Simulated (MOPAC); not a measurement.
A run for MOPAC: AM1 on H8Si2 (a complex).

```
AM1 1SCF PRECISE CHARGE=0 THREADS=1
H8Si2

Si     0.01753434 1    -0.16762224 1    -0.10150452 1
H      1.06879216 1     0.87345654 1    -0.08739598 1
H     -1.07625700 1     0.22539958 1     0.81558087 1
H      0.58978556 1    -1.45799786 1     0.34195421 1
H     -0.52126322 1    -0.30918478 1    -1.47336801 1
Si    -0.01737863 1     0.16683280 1     3.90221691 1
H     -0.82371465 1    -1.04963302 1     3.65920994 1
H      1.11792253 1     0.20079173 1     2.95259251 1
H      0.50404917 1     0.14752491 1     5.28788757 1
H     -0.85823361 1     1.36847307 1     3.70612891 1
```

It printed:

```
*******************************************************************************
 **                                                                           **
 **                              MOPAC v23.2.5                                **
 **                                                                           **
 *******************************************************************************
 ** MOPAC's Digital Object Identifier: https://doi.org/10.5281/zenodo.6511958 **
 **                                                                           **
 ** Please cite the open-source release paper for use of this MOPAC version:  **
 ** J. E. Moussa and J. J. P. Stewart (2026)                                  **
 ** MOPAC: An open-source semiempirical molecular orbital program             **
 ** J. Open Source Softw., 11(119), 8025, https://doi.org/10.21105/joss.08025 **
 *******************************************************************************

                              AM1 CALCULATION RESULTS

 *******************************************************************************
 *  AM1        - The AM1 Hamiltonian to be used
 *
 *
 *
 *                 CHARGE ON SYSTEM = 0
 *
 *
 *
 *  PRECISE    - TIGHTER CRITERIA TO BE USED
 *  1SCF       - DO 1 SCF AND THEN STOP
 *  THREADS=1  - MULTI-THREADING NOT USED
 *  T=         - A TIME OF 172800.0 SECONDS REQUESTED
 *  DUMP=N     - RESTART FILE WRITTEN EVERY 7200.0 SECONDS REQUESTED
 *******************************************************************************
AM1 1SCF PRECISE CHARGE=0 THREADS=1
 H8Si2

   ATOM   CHEMICAL          X               Y               Z
  NUMBER   SYMBOL      (ANGSTROMS)     (ANGSTROMS)     (ANGSTROMS)

     1      Si          0.01753434  *  -0.16762224  *  -0.10150452  *
     2       H          1.06879216  *   0.87345654  *  -0.08739598  *
     3       H         -1.07625700  *   0.22539958  *   0.81558087  *
     4       H          0.58978556  *  -1.45799786  *   0.34195421  *
     5       H         -0.52126322  *  -0.30918478  *  -1.47336801  *
     6      Si         -0.01737863  *   0.16683280  *   3.90221691  *
     7       H         -0.82371465  *  -1.04963302  *   3.65920994  *
     8       H          1.11792253  *   0.20079173  *   2.95259251  *
     9       H          0.50404917  *   0.14752491  *   5.28788757  *
    10       H         -0.85823361  *   1.36847307  *   3.70612891  *



          CARTESIAN COORDINATES

    NO.       ATOM           X           Y           Z

     1        Si          0.0175     -0.1676     -0.1015
     2         H          1.0688      0.8735     -0.0874
     3         H         -1.0763      0.2254      0.8156
     4         H          0.5898     -1.4580      0.3420
     5         H         -0.5213     -0.3092     -1.4734
     6        Si         -0.0174      0.1668      3.9022
     7         H         -0.8237     -1.0496      3.6592
     8         H          1.1179      0.2008      2.9526
     9         H          0.5040      0.1475      5.2879
    10         H         -0.8582      1.3685      3.7061

  H: (AM1): M.J.S. DEWAR ET AL, J. AM. CHEM. SOC. 107 3902-3909 (1985)
 Si: (AM1): M.J.S.DEWAR, C. JIE, ORGANOMETALLICS, 6, 1486-1490 (1987).

           Empirical Formula: H8 Si2  =    10 atoms



      MOLECULAR POINT GROUP   :   C2


      RHF CALCULATION, NO. OF DOUBLY OCCUPIED LEVELS = 8


 -------------------------------------------------------------------------------
 AM1 1SCF PRECISE CHARGE=0 THREADS=1
 H8Si2



     1SCF WAS SPECIFIED, SO BFGS WAS NOT USED
     SCF FIELD WAS ACHIEVED


                              AM1 CALCULATION
                                                       MOPAC v23.2.5 Linux




          FINAL HEAT OF FORMATION =          9.45837 KCAL/MOL =      39.57381 KJ/MOL


          COSMO AREA              =        140.64 SQUARE ANGSTROMS
          COSMO VOLUME            =        132.54 CUBIC ANGSTROMS

          IONIZATION POTENTIAL    =         11.883317 EV
          HOMO LUMO ENERGIES (EV) =        -11.883  1.487
          NO. OF FILLED LEVELS    =          8
          MOLECULAR WEIGHT        =         64.2342         POINT GROUP:  C2

          MOLECULAR DIMENSIONS (Angstroms)

            Atom       Atom       Distance
            H     9    H     5     6.85379
            H     4    H    10     3.25209
            H     7    H     2     3.23277


          SCF CALCULATIONS        =          1





   ATOM   CHEMICAL          X               Y               Z
  NUMBER   SYMBOL      (ANGSTROMS)     (ANGSTROMS)     (ANGSTROMS)

     1      Si          0.01753434  *  -0.16762224  *  -0.10150452  *
     2       H          1.06879216  *   0.87345654  *  -0.08739598  *
     3       H         -1.07625700  *   0.22539958  *   0.81558087  *
     4       H          0.58978556  *  -1.45799786  *   0.34195421  *
     5       H         -0.52126322  *  -0.30918478  *  -1.47336801  *
     6      Si         -0.01737863  *   0.16683280  *   3.90221691  *
     7       H         -0.82371465  *  -1.04963302  *   3.65920994  *
     8       H          1.11792253  *   0.20079173  *   2.95259251  *
     9       H          0.50404917  *   0.14752491  *   5.28788757  *
    10       H         -0.85823361  *   1.36847307  *   3.70612891  *

                             CARTESIAN COORDINATES

   1   Si        0.017534340    -0.167622240    -0.101504520
   2    H        1.068792160     0.873456540    -0.087395980
   3    H       -1.076257000     0.225399580     0.815580870
   4    H        0.589785560    -1.457997860     0.341954210
   5    H       -0.521263220    -0.309184780    -1.473368010
   6   Si       -0.017378630     0.166832800     3.902216910
   7    H       -0.823714650    -1.049633020     3.659209940
   8    H        1.117922530     0.200791730     2.952592510
   9    H        0.504049170     0.147524910     5.287887570
  10    H       -0.858233610     1.368473070     3.706128910


           Empirical Formula: H8 Si2  =    10 atoms



      MOLECULAR POINT GROUP   :   C2


                  EIGENVALUES
 -16.30916 -15.86820 -12.70830 -12.51563 -12.41285 -12.21144 -12.11593 -11.88332
   1.48743   1.51699   1.57903   1.60268   1.60624   1.65189   2.07344   2.11147


              NET ATOMIC CHARGES AND DIPOLE CONTRIBUTIONS

  ATOM NO.   TYPE          CHARGE      No. of ELECS.   s-Pop       p-Pop
    1         Si           0.599884        3.4001     0.87234     2.52777
    2          H          -0.148196        1.1482     1.14820
    3          H          -0.152672        1.1527     1.15267
    4          H          -0.148891        1.1489     1.14889
    5          H          -0.150120        1.1501     1.15012
    6         Si           0.599892        3.4001     0.87234     2.52776
    7          H          -0.148911        1.1489     1.14891
    8          H          -0.152670        1.1527     1.15267
    9          H          -0.150136        1.1501     1.15014
   10          H          -0.148181        1.1482     1.14818
 DIPOLE           X         Y         Z       TOTAL
 POINT-CHG.    -0.000    -0.001    -0.000     0.001
 HYBRID         0.000     0.001    -0.000     0.001
 SUM           -0.000     0.000    -0.000     0.000


          ATOMIC ORBITAL ELECTRON POPULATIONS

     Atom    s        px        py        pz
    1 Si   0.87234   0.84097   0.84402   0.84279
    2  H   1.14820
    3  H   1.15267
    4  H   1.14889
    5  H   1.15012
    6 Si   0.87234   0.84064   0.84451   0.84262
    7  H   1.14891
    8  H   1.15267
    9  H   1.15014
   10  H   1.14818

 **********************
 *                    *
 * JOB ENDED NORMALLY *
 *                    *
 **********************




 == MOPAC DONE ==
```

The run finished.

Cost: about 0.03 core-seconds (a rough figure).
